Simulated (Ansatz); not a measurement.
C₃H₇FGe (`F[C@H]1C[C@@H]1[GeH3]`). The species carries charge 0 and has multiplicity 1. Correlated methods include outer-core shells of Ge, which these sets cover unevenly. Scalar relativity is left out up to krypton.

```tsv
atom	x (Å)	y (Å)	z (Å)
F1	-1.363	-2.165	0.157
C2	-0.295	-1.327	0.010
C3	-0.176	-0.590	-1.266
C4	-0.566	0.135	0.010
Ge5	0.643	1.378	0.879
H6	0.586	-1.729	0.499
H7	-0.962	-0.754	-1.992
H8	0.811	-0.435	-1.688
H9	-1.620	0.382	0.076
H10	0.581	2.754	0.197
H11	2.072	0.818	0.750
H12	0.289	1.532	2.368
```

Problem. Give the diagnostics of a CCSD(T)/def2-TZVPP run (frozen core, Ansatz 0.2.0). (Best estimate.)

Solution. Computed: T1 = 0.0108, largest single amplitude 0.012, largest double 0.016, (T) share of the correlation energy 3.6 %, 9 CCSD cycles. The RHF solution is stable towards an unrestricted one. T1 lies under the customary mark of 0.02 for closed shells.
